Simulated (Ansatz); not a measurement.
Consider the redistribution: `[F][Ti]([F])([F])[Cl]` + `C#C[SiH](F)CF` → `C#[C][Ti]([F])([F])[Cl]` + `FC[SiH](F)F`.

Calculated with Ansatz (gas phase, PBE0-D4/def2-TZVP geometries, no zero-point term in ΔE). CBS: MP2 limit from def2 TZ/QZ plus the TZ coupled-cluster correction, frozen cores. Functionals use def2-TZVPP. HSE06 is defined as in plane-wave codes. For Ti outer-core shells are correlated without core-valence functions, which leaves a few kJ/mol of doubt a bond. Scalar relativity is left out up to krypton. Each species was taken in one conformer, which may not be the lowest.

`[F][Ti]([F])([F])[Cl]`:

Cartesian coordinates in Å:
```
F -0.991 -0.063 -1.461
Ti -0.033 0.075 -0.019
F 1.238 1.227 -0.285
F -1.039 0.622 1.285
Cl 0.825 -1.861 0.479
```

`C#C[SiH](F)CF`:

```xyz
10

C    -0.376   -2.444   -0.846
C    -0.490   -1.376   -0.299
Si   -0.614    0.232    0.534
F    -1.962    0.957    0.075
C     0.808    1.354    0.017
F     2.004    0.815    0.478
H    -0.276   -3.390   -1.329
H    -0.653    0.043    1.999
H     0.693    2.357    0.442
H     0.866    1.452   -1.071
```

`C#[C][Ti]([F])([F])[Cl]`:

```xyz
7

C    -0.296   -0.596    2.001
C    -0.105   -0.244    0.855
Ti    0.235    0.348   -1.025
F     1.692   -0.411   -1.584
F     0.410    2.075   -1.033
Cl   -1.472   -0.267   -2.223
H    -0.464   -0.905    3.009
```

`FC[SiH](F)F`:

Z-matrix (Å, degrees):
```
C
Si 1 1.874
F 1 1.390 2 109.3
H 1 1.095 2 111.4 3 -120.1
H 1 1.096 2 111.1 3 119.8
F 2 1.585 1 109.7 3 68.6
F 2 1.588 1 107.3 3 -174.7
H 2 1.474 1 114.1 3 -53.3
```

```csv
level,ΔE (kcal/mol)
HSE06-D4,8.7
BLYP,8.7
CCSD(T)/def2-SVP,10.0
CCSD(T)/def2-TZVPP,6.1
```

What does CCSD(T)/CBS give? (Best estimate.)

Computed: +5.5 kcal/mol. The listed levels differ from it by 3.2, 3.2, 4.5, 0.6 kcal/mol.

Largest T1 diagnostic among the species: 0.024, so the coupled-cluster value is less sure than usual.

At CCSD(T), def2-SVP lies +4.5 kcal/mol from the extrapolated value and def2-TZVPP +0.6 kcal/mol. From r2SCAN to r2SCAN0 (25 % exact exchange), in def2-TZVPP and without D4, ΔE moves by −1.1 kcal/mol. Leaving LDA and LC-ωPBE aside and taking each functional with its dispersion term where it has one, the values, not all of them listed here, spread over 3.8 kcal/mol, from BHLYP-D4 to revPBE-D4.
